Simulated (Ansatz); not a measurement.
CH7FSi2 (`C[SiH2][SiH2]F`), charge 0, multiplicity 1.

Problem. Give a relaxed structure at PBE0-D4/def2-TZVP (Ansatz). (An estimate is asked.)

Solution. The calculation gave: 
Z-matrix (Å, degrees):
```
C
Si 1 1.875
H 1 1.092 2 110.6
H 1 1.092 2 110.7 3 120.0
H 1 1.092 2 110.8 3 -119.9
Si 2 2.344 1 111.7 3 59.9
H 2 1.490 1 110.7 3 -61.7
H 2 1.492 1 110.8 3 178.9
F 6 1.610 2 109.6 1 -57.9
H 6 1.489 2 111.6 1 60.6
H 6 1.487 2 112.3 1 -177.3
```
This is one stationary point; other conformers may exist.
